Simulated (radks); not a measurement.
Problem. Species: La3+. Configuration: [Xe]. Method: Dirac Kohn-Sham, Wu-Cohen GGA, spin-unpolarised, spherical densities, point nucleus; computed with a radial shooting solver on a logarithmic mesh with Libxc functionals. Some entries of the table are withheld. Estimate them.

orbital,occ.,eigenvalue (eV),r(max) (bohr)
1s1/2,2,-38738.78,0.01608
2s1/2,2,-6184.062,0.09110
2p1/2,2,-5834.328,(1)
2p3/2,4,-5421.145,(2)
3s1/2,2,-1341.001,0.2606
3p1/2,2,-1193.456,0.2473
3p3/2,4,-1112.946,0.2585
3d3/2,4,-854.1896,0.2082
3d5/2,6,-836.9641,0.2114
4s1/2,2,-289.2777,0.6085
4p1/2,2,-234.9824,0.6190
4p3/2,4,-217.8075,0.6431
4d3/2,4,-128.7508,(3)
4d5/2,6,-125.7690,(4)
5s1/2,2,-61.6731,1.403
5p1/2,2,-46.6091,1.530
5p3/2,4,-43.9410,1.593
4f5/2,0,-27.5262,0.7388
4f7/2,0,-27.2371,0.7435
5d3/2,0,(5),2.033
5d5/2,0,(6),2.057
6s1/2,0,-20.1814,3.239

Solution. 
(1) 2p1/2 r(max) (bohr): 0.06949
(2) 2p3/2 r(max) (bohr): 0.07466
(3) 4d3/2 r(max) (bohr): 0.6672
(4) 4d5/2 r(max) (bohr): 0.6751
(5) 5d3/2 eigenvalue (eV): -23.4792
(6) 5d5/2 eigenvalue (eV): -23.1793
